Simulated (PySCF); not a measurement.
## Assignment exercise: C5H11FSi

Geometry:
| atom | x (Å) | y (Å) | z (Å) |
| --- | --- | --- | --- |
| C1 | -2.174 | -0.220 | 1.006 |
| C2 | -1.536 | 0.625 | -0.097 |
| C3 | -0.855 | -0.243 | -1.109 |
| C4 | 0.442 | -0.288 | -1.376 |
| C5 | 1.519 | 0.522 | -0.733 |
| Si6 | 2.288 | -0.384 | 0.753 |
| F7 | 3.361 | 0.628 | 1.410 |
| H8 | -2.897 | -0.915 | 0.585 |
| H9 | -1.413 | -0.794 | 1.530 |
| H10 | -2.685 | 0.416 | 1.725 |
| H11 | -2.320 | 1.204 | -0.596 |
| H12 | -0.832 | 1.326 | 0.351 |
| H13 | -1.522 | -0.903 | -1.650 |
| H14 | 0.793 | -0.995 | -2.118 |
| H15 | 1.130 | 1.486 | -0.400 |
| H16 | 2.297 | 0.732 | -1.470 |
| H17 | 3.068 | -1.549 | 0.363 |
| H18 | 1.327 | -0.642 | 1.814 |

[PySCF 2.14.0 with density-fitted response routines: GFN2-xTB geometry; shielding tensors at PBE0/pcSseg-1 (GIAO); equivalent nuclei averaged; gas phase; a single conformation; no relativistic terms]

Scale: ¹³C (σref 186.93), ¹H (σref 31.72) vs TMS (reference shieldings calculated alike).

**Question.** Assign these signals to the numbered atoms. ¹³C{¹H} NMR (computed): δ 142.7 (CH), 123.3 (CH), 25.3 (CH2), 19.8 (CH2), 18.3 (CH3).

**Answer.** 
| δ (ppm) | atoms | environment | reason |
| --- | --- | --- | --- |
| 142.7 | C3 | alkene CH | as expected for a trigonal carbon in a double bond |
| 123.3 | C4 | alkene CH | – |
| 25.3 | C2 | allylic sp3 CH2 | aliphatic region, no heteroatom directly attached |
| 19.8 | C5 | allylic sp3 CH2 bonded to Si | – |
| 18.3 | C1 | methyl carbon | aliphatic region, no heteroatom directly attached |

C5 and C1 lie closer than the usual error of such a calculation, so a measured spectrum could show them in the other order.

**Question.** Assign these signals to the numbered atoms. ¹H NMR (600 MHz, computed): δ 5.80 (m, 1H), 5.46 (m, 1H), 4.95 (m, 2H), 2.27 (m, 2H), 2.17 (m, 2H), 1.03 (t, 3H).

**Answer.** 
5.80 → H13, hydrogen on an alkene CH: a vinylic proton, deshielded by the sp2 carbon and the C=C anisotropy
5.46 → H14, hydrogen on an alkene CH
4.95 → H17/H18, hydrogen on a silicon bonded to C, F
2.27 → H15/H16, hydrogen on an allylic sp3 CH2 bonded to Si: allylic position
2.17 → H11/H12, hydrogen on an allylic sp3 CH2: allylic position
1.03 → H8/H9/H10, hydrogen on a methyl carbon

H15/H16 and H11/H12 lie closer than the usual error of such a calculation, so a measured spectrum could show them in the other order.

Splittings by ¹⁹F in the carbon and heteronuclear signals aren't shown, as no couplings were computed. Shifts are as computed. Against solution values, carbons near 30 ppm lie about +3 ppm off and those near 130 ppm about +5 ppm. Of 1309 compounds with measured shifts, 239 miss one by over three times the rms of a fit or turn the order of signals round; such compounds aren't used in these exercises. Multiplicities follow the n + 1 count of equivalent neighbours, as no J values were calculated; m marks all less simple cases, F and P coupling included.
